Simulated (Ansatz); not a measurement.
tert-butylarsine (C₄H₁₁As), singlet, geometry from GFN2-xTB; HF/STO-3G (Ansatz, a quantum-chemistry and plane-wave program).

Input for Ansatz:
Ansatz 0.2 input:
```yaml
crystal:
  periodic: [false, false, false]
  atoms:
    - {symbol: C, position_ang: [-0.83316122, 1.27658107, 1.24304788]}
    - {symbol: C, position_ang: [-0.73344256, 0.02351481, 0.38238815]}
    - {symbol: C, position_ang: [-0.87008621, -1.21851579, 1.25927285]}
    - {symbol: C, position_ang: [-1.83703839, 0.03118536, -0.67224718]}
    - {symbol: As, position_ang: [1.04249619, -0.07969482, -0.57345441]}
    - {symbol: H, position_ang: [-1.79691596, 1.31804641, 1.75234834]}
    - {symbol: H, position_ang: [-0.73318524, 2.17315849, 0.63040051]}
    - {symbol: H, position_ang: [-0.04778167, 1.28733430, 1.99951757]}
    - {symbol: H, position_ang: [-0.79786018, -2.12403746, 0.65387815]}
    - {symbol: H, position_ang: [-1.83096123, -1.22802419, 1.77463380]}
    - {symbol: H, position_ang: [-0.07828299, -1.24420087, 2.00985401]}
    - {symbol: H, position_ang: [-1.77479274, -0.86143756, -1.29757801]}
    - {symbol: H, position_ang: [-1.74317674, 0.90752870, -1.31582814]}
    - {symbol: H, position_ang: [-2.82219543, 0.05305933, -0.20539039]}
    - {symbol: H, position_ang: [1.02361566, 1.36449750, -0.99321368]}
    - {symbol: H, position_ang: [1.84153244, 0.30741159, 0.64060304]}
basis:
  gaussian:
    orbitals: STO-3G
hamiltonian:
  xc: hf
magnetization: {spin_polarized: true}
```

Output, abridged:

```
Functional definition: HF
624 factors; integrals over basis functions are off by at most 2.8e-5 eV
mean field evaluation 1: about -64362.6741 eV, gradient 1.1e1 eV
mean field evaluation 2: about -64362.9618 eV, gradient 1.0e1 eV
mean field evaluation 4: about -64363.8932 eV, gradient 8.9e-1 eV
mean field evaluation 8: about -64363.8991 eV, gradient 8.0e-6 eV
mean field -64363.89908093 eV, -2365.3296638065 hartree, gradient 1.9e-5 eV, S^2 0.000000; 0 other end points of the search recorded, 0 dependent functions left out
reference -64363.89908093 eV, -2365.3296638065 hartree; 34, 34 occupied and 15, 15 virtual orbitals, 624 factors
Total energy: -64363.89908093 eV, -2365.3296638065 hartree
```
